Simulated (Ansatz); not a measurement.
Two structures of TiSi2NH8Cl3O, singlet, reached by relaxing down either side of one saddle point (PBE0-D4/def2-TZVP). Energies are electronic, without zero-point energy. Computed with Ansatz 0.2.0 (basis: def2-TZVPP and def2-QZVPP); correlated methods freeze the cores. Extrapolation: Hartree–Fock as exp(−7.88 √X), correlation as X^−2.97. First:

```xyz
16
angstrom
Ti -0.3742 -0.8369 -1.1931
Cl 1.0748 -2.5039 -1.5500
Cl -0.1726 0.1998 -3.1282
Cl -2.6081 -1.0501 -1.1826
N 0.2020 0.5020 -0.0618
Si 1.1833 0.2396 1.3707
Si -0.2210 2.1773 -0.4074
H -0.2390 -2.9406 0.6399
O -0.6511 -2.0754 0.7457
H 0.3331 0.2193 2.5872
H 1.9393 -1.0279 1.2516
H 2.1393 1.3743 1.4712
H -0.2299 2.8930 0.8983
H 0.7915 2.7895 -1.3008
H -1.5689 2.2473 -1.0144
H -1.5981 -2.2075 0.8739
```

Second:

```
16
angstrom
Ti -1.2615 -0.6278 -0.6321
Cl 2.3711 -2.4346 -0.8105
Cl -1.1384 -0.3741 -2.8117
Cl -3.3068 -0.2622 0.0843
N -0.0946 0.5740 0.1472
Si 0.9477 0.2751 1.5297
Si -0.0741 2.1997 -0.5281
H 1.1135 -2.5643 -0.5360
O -0.7611 -2.2816 -0.1547
H 0.4717 1.1020 2.6688
H 0.8831 -1.1577 1.8914
H 2.3361 0.6765 1.1909
H 0.1478 3.1562 0.5879
H 1.0146 2.3299 -1.5258
H -1.3883 2.4610 -1.1641
H -1.2607 -3.0721 0.0630
```

Problem. Which bonds change from the first to the second?

Solution. TiSi₂NH₆Cl₃ ([SiH3][N]([SiH3])[Ti]([Cl])([Cl])[Cl]) + H₂O → TiSi₂NH₇Cl₂O ([OH][Ti]([Cl])([Cl])[N]([SiH3])[SiH3]) + HCl; bonds formed: Cl2–H8; dative contacts that become bonds: Ti1–O9; bonds broken: Ti1–Cl2, H8–O9.

Problem. Give the saddle point's structure and its height above each. (To be estimated.)

Solution. Computed: 0.970 eV above the first and 0.417 eV above the second (CCSD(T) at an estimated basis limit (MP2 extrapolated from triple and quadruple zeta, plus CCSD(T) − MP2 in triple zeta)).
```json
{"atom": "Ti1", "x (Å)": "-0.8412", "y (Å)": "-0.7767", "z (Å)": "-0.7205"}
{"atom": "Cl2", "x (Å)": "1.6857", "y (Å)": "-2.0032", "z (Å)": "-1.0394"}
{"atom": "Cl3", "x (Å)": "-0.8468", "y (Å)": "-0.3427", "z (Å)": "-2.8681"}
{"atom": "Cl4", "x (Å)": "-2.9665", "y (Å)": "-0.5339", "z (Å)": "-0.1850"}
{"atom": "N5", "x (Å)": "0.0109", "y (Å)": "0.5994", "z (Å)": "0.1472"}
{"atom": "Si6", "x (Å)": "1.0133", "y (Å)": "0.3446", "z (Å)": "1.5700"}
{"atom": "Si7", "x (Å)": "-0.0843", "y (Å)": "2.2347", "z (Å)": "-0.5057"}
{"atom": "H8", "x (Å)": "0.5340", "y (Å)": "-2.6765", "z (Å)": "-0.4261"}
{"atom": "O9", "x (Å)": "-0.6752", "y (Å)": "-2.5416", "z (Å)": "-0.0027"}
{"atom": "H10", "x (Å)": "0.5179", "y (Å)": "1.2304", "z (Å)": "2.6544"}
{"atom": "H11", "x (Å)": "0.8936", "y (Å)": "-1.0704", "z (Å)": "1.9879"}
{"atom": "H12", "x (Å)": "2.4228", "y (Å)": "0.6884", "z (Å)": "1.2597"}
{"atom": "H13", "x (Å)": "0.1980", "y (Å)": "3.1670", "z (Å)": "0.6178"}
{"atom": "H14", "x (Å)": "0.9306", "y (Å)": "2.4175", "z (Å)": "-1.5705"}
{"atom": "H15", "x (Å)": "-1.4436", "y (Å)": "2.4772", "z (Å)": "-1.0399"}
{"atom": "H16", "x (Å)": "-1.3490", "y (Å)": "-3.2145", "z (Å)": "0.1210"}
```

No T1 diagnostic of these runs exceeds 0.023.

The step is the kind of ligand exchange by which a precursor binds to a hydroxyl group, or is hydrolysed, in atomic layer deposition of oxides. Here a small cluster stands in for the surface site.

Labels in which every atom is bracketed show which atoms are joined, not bond orders.

For scale, one of the runs: CCSD(T)/def2-TZVPP, 448 basis functions, launched by `ansatz run in.yaml --threads 4 --pin off --events-out ev --progress --plain --max-ram 46080MiB --backend cuda --devices 0, --max-vram 37GiB`. Hardware: 4 CPU threads of an AMD EPYC 7R13 and a share of one NVIDIA H100, shared host. Wall time 66 s; peak host memory 1.1 GiB.
